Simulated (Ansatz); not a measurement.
C2H9NSi2, SMILES `N[SiH2]/C=C/[SiH3]`, relaxed with RKS PBE-D4/def2-SVP in the Gaussian-basis code of Ansatz from a rough embedded geometry. The force threshold is 0.03 eV/Å; the program also tests the step.

Charge 0, multiplicity 1.

Start:

```xyz
14

N     1.520    1.019    1.888
Si    0.193    1.649    1.161
C    -0.560    0.319    0.148
C    -0.071   -0.418   -0.802
Si   -0.797   -1.735   -1.808
H     1.270    0.122    2.413
H     2.159    0.639    1.166
H     0.606    2.750    0.300
H    -0.736    2.080    2.278
H    -1.650    0.198    0.418
H     1.057   -0.282   -1.016
H    -2.289   -1.724   -1.554
H    -0.211   -3.096   -1.391
H    -0.491   -1.521   -3.202
```

| step | energy (eV) | largest force (eV/Å) | largest move (Å) |
| --- | --- | --- | --- |
| 1 | -19444.2076 | 4.154 | 0.000 |
| 2 | -19444.8420 | 1.790 | 0.193 |
| 3 | -19444.9602 | 0.870 | 0.194 |
| 4 | -19445.0162 | 0.176 | 0.200 |
| 5 | -19445.0419 | 0.132 | 0.200 |
| 6 | -19445.0586 | 0.382 | 0.197 |
| 7 | -19445.0645 | 0.988 | 0.195 |
| 8 | -19445.0958 | 0.173 | 0.163 |
| 9 | -19445.1015 | 0.167 | 0.131 |
| 10 | -19445.1046 | 0.148 | 0.073 |
| 11 | -19445.1057 | 0.148 | 0.052 |
| 12 | -19445.1086 | 0.066 | 0.017 |
| 13 | -19445.1101 | 0.008 | 0.050 |
| 14 | -19445.1110 | 0.058 | 0.094 |
| 15 | -19445.1113 | 0.040 | 0.009 |
| 16 | -19445.1114 | 0.007 | 0.010 |

End:

```xyz
14

N     1.748    1.110    1.648
Si    0.101    1.546    1.276
C    -0.737    0.413    0.015
C    -0.094   -0.637   -0.551
Si   -0.849   -1.808   -1.812
H     1.937    0.262    2.188
H     2.481    1.263    0.953
H     0.107    2.952    0.735
H    -0.691    1.512    2.557
H    -1.790    0.611   -0.274
H     0.959   -0.812   -0.242
H    -2.277   -1.409   -2.073
H    -0.815   -3.230   -1.313
H    -0.081   -1.773   -3.109
```

Run time 23 s (4 threads of an Arm Neoverse V2 on a shared host); peak host memory 0.15 GiB.
